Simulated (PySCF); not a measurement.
Part of a log for `C=CB(Cl)BN`: ground state, then the species with a core hole.

Computed, not measured: PySCF 2.14.0, delta-SCF UKS SCAN, pcX-2 on the ionised atom, pcseg-1 elsewhere, spin-free X2C. The program numbers atoms from 0. The cycles run on a coarse integration grid; for E(ground) and E(ion) the exchange–correlation energy is redone on a finer one, so they differ from the last cycle, and only they enter the binding energy.

Coordinates (Å, GFN2-xTB):
```
C      2.459513    -0.473262     0.163883
C      1.238614    -0.301788    -0.341337
B      0.127107     0.604518     0.281579
Cl     0.657432     1.748948     1.462603
B     -1.478961     0.531140    -0.182718
N     -2.435486    -0.230257     0.464737
H      3.190803    -1.132516    -0.279017
H      2.772382     0.044476     1.057556
H      0.988448    -0.863380    -1.236241
H     -1.867319     1.143215    -1.115488
H     -2.248503    -0.796651     1.275972
H     -3.402831    -0.275127     0.187164
```

```
ground state, core basis on atom 5 (N), 149 functions
  cycle   1  E = -645.77609313  |g| = 7.19e-02
  cycle   2  E = -645.77609565  |g| = 6.77e-03
  cycle   3  E = -645.77608323  |g| = 9.55e-03
  cycle   4  E = -645.77610528  |g| = 2.77e-03
  cycle   5  E = -645.77611011  |g| = 3.57e-04
  E(ground) = -645.78931503 Eh
hole in N 1s of atom 5
  cycle   1  E = -630.18256143  |g| = 1.86e+00
  cycle   2  E = -627.79565012  |g| = 2.50e+00
  cycle   3  E = -630.62546965  |g| = 6.48e-01
  cycle   4  E = -630.81137434  |g| = 3.35e-01
  ...
  cycle   9  E = -630.88018237  |g| = 2.72e-03
  cycle  10  E = -630.88018534  |g| = 1.22e-03
  cycle  11  E = -630.88018716  |g| = 2.82e-04
  E(ion) = -630.89200167 Eh   <S^2> = 0.7642   hole on atom = 1.000
```

Problem. What is the N 1s binding energy of atom 5?

Solution. (-630.892002 − (-645.789315)) Eh × 27.2114 eV/Eh = 405.38 eV, for the boron-bound nitrogen.

```
ground state, core basis on atom 3 (Cl), 160 functions
  cycle   1  E = -645.94949083  |g| = 4.86e-01
  cycle   2  E = -645.94965234  |g| = 4.89e-02
  cycle   3  E = -645.94951939  |g| = 4.21e-02
  cycle   4  E = -645.94971465  |g| = 1.94e-02
  cycle   5  E = -645.94982112  |g| = 4.15e-03
  cycle   6  E = -645.94982284  |g| = 8.52e-04
  cycle   7  E = -645.94982306  |g| = 1.42e-04
  E(ground) = -645.94800776 Eh
hole in Cl 1s of atom 3
  cycle   1  E = -540.75778325  |g| = 5.47e+00
  cycle   2  E = -541.10294357  |g| = 2.21e+00
  cycle   3  E = -541.60376390  |g| = 8.66e-01
  cycle   4  E = -541.91015931  |g| = 3.83e-01
  ...
  cycle   9  E = -542.00181059  |g| = 4.38e-03
  cycle  10  E = -542.00181976  |g| = 1.52e-03
  cycle  11  E = -542.00182125  |g| = 2.39e-04
  E(ion) = -542.00826837 Eh   <S^2> = 0.7520   hole on atom = 1.000
```

Problem. What is the Cl 1s binding energy of atom 3?

Solution. (-542.008268 − (-645.948008)) Eh × 27.2114 eV/Eh = 2828.34 eV, for the chlorine bonded to B.

```
ground state, core basis on atom 1 (C), 149 functions
  cycle   1  E = -645.76384473  |g| = 6.41e-02
  cycle   2  E = -645.76274704  |g| = 7.07e-02
  cycle   3  E = -645.76368458  |g| = 3.93e-02
  cycle   4  E = -645.76411855  |g| = 7.92e-03
  cycle   5  E = -645.76413896  |g| = 1.02e-03
  cycle   6  E = -645.76413915  |g| = 3.83e-04
  E(ground) = -645.77978264 Eh
hole in C 1s of atom 1
  cycle   1  E = -634.53075344  |g| = 1.51e+00
  cycle   2  E = -632.07514482  |g| = 2.24e+00
  cycle   3  E = -634.63759641  |g| = 9.04e-01
  cycle   4  E = -635.05995216  |g| = 3.13e-01
  ...
  cycle  11  E = -635.10677005  |g| = 1.27e-03
  cycle  12  E = -635.10677489  |g| = 6.03e-04
  cycle  13  E = -635.10677580  |g| = 2.45e-04
  E(ion) = -635.12061245 Eh   <S^2> = 0.7958   hole on atom = 1.000
```

Problem. What is the C 1s binding energy of atom 1?

Solution. (-635.120612 − (-645.779783)) Eh × 27.2114 eV/Eh = 290.05 eV, for the alkene CH carbon.

```
ground state, core basis on atom 0 (C), 149 functions
  cycle   1  E = -645.69397462  |g| = 5.09e-01
  cycle   2  E = -645.65950710  |g| = 6.31e-01
  cycle   3  E = -645.76028775  |g| = 1.13e-01
  cycle   4  E = -645.76370806  |g| = 3.02e-02
  cycle   5  E = -645.76382275  |g| = 2.06e-02
  cycle   6  E = -645.76394187  |g| = 5.15e-03
  cycle   7  E = -645.76394809  |g| = 2.05e-03
  cycle   8  E = -645.76394973  |g| = 3.46e-04
  E(ground) = -645.77961118 Eh
hole in C 1s of atom 0
  cycle   1  E = -634.50629788  |g| = 1.50e+00
  cycle   2  E = -632.29747739  |g| = 2.19e+00
  cycle   3  E = -634.69731676  |g| = 8.55e-01
  cycle   4  E = -635.01727718  |g| = 3.82e-01
  ...
  cycle  10  E = -635.09112742  |g| = 2.88e-03
  cycle  11  E = -635.09113698  |g| = 1.02e-03
  cycle  12  E = -635.09114041  |g| = 4.18e-04
  E(ion) = -635.10570853 Eh   <S^2> = 0.7991   hole on atom = 1.000
```

Problem. What is the C 1s binding energy of atom 0?

Solution. (-635.105709 − (-645.779611)) Eh × 27.2114 eV/Eh = 290.45 eV, for the terminal =CH2 carbon.

The ground state is recomputed for each atom, because the flexible core basis sits on the ionised atom alone; energies of different blocks can't be mixed. Geometry: GFN2-xTB, one conformer, isolated molecule.

The run took 1.8 min of wall time on an Arm Neoverse N1 with one thread, shared host with 64 logical CPUs at a one-minute load of 58, and the process peaked at 0.48 GiB of memory.

Conformer computed: `[CH2:1]=[CH:2][B:3]([Cl:4])[BH:5][NH2:6]`: C1–C2–B3–Cl4 16°, C2–B3–B5–N6 94°, H–N6–B5–B3 1°, H–N6–B5–B3 180°.
Labels such as C1 count atoms from 1, the log's own numbers from 0.
